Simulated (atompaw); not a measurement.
Rh: PAW (atompaw) pseudisation with PBE, non-relativistic reference atom.

```
Element                 : Rh
Generator               : atompaw 4.2.0.5
Type                    : PAW
Functional              : PBE
Relativity              : non-relativistic
Frozen core             : [Kr]
Valence charge          : 9
Reference configuration : 4d8 5s1 5p0
Partial waves           : 5s (bound): rc 3.00 bohr; 5s channel at 3.2 Ry: rc 3.00 bohr; 5p (bound, empty): rc 3.00 bohr; 5p channel at 2.2 Ry: rc 3.00 bohr; 4d (bound): rc 1.90 bohr; 4d channel at 2.45 Ry: rc 1.90 bohr
Local potential         : bessel scheme, radius 3.00 bohr
Core correction         : smooth core density matched at 2.10 bohr
Augmentation charge     : sinc compensation charge, radius 2.55 bohr; PAW radius 3.00 bohr; waves and projectors: custom polynom2 7 10 vanderbiltortho
```

All-electron outer shells of the reference configuration (PBE, non-relativistic, ld1.x):

| shell | level (eV) | outermost node (bohr) | outermost maximum (bohr) |
| --- | --- | --- | --- |
| 4p | -49.05 | 0.48 | 0.96 |
| 4d | -6.31 | 0.46 | 1.14 |
| 5s | -3.93 | 1.23 | 2.77 |
| 5p | -0.86 | 1.37 | 3.98 |

Results:

```json
{
  "Cutoffs needed": "25 Ry and 80 Ry (the cutoffs (Ry, on a coarse ladder) from which the occupation-weighted sum of valence levels, in a spherical-Bessel basis at the reference potential, stays within 10 and 1 mRy of its value at 400 Ry)",
  "Ghost test": "no extra level below or beside the all-electron valence levels (s, p, d, f tested) (spherical-Bessel basis up to 400 Ry, 20 bohr box)",
  "Lowest eigenvalue of the overlap operator": "0.77 (s channel)",
  "Overlap eigenvalues printed by atompaw (projector basis)": "0.0341, 1.29, 1.87, 7.31, 8.01, 117",
  "Share of each valence orbital outside the PAW sphere": "5s 58 %, 5p 86 %, 4d 5 %"
}
```

Generation and tests took about 0.47 s on one core of a shared server CPU.
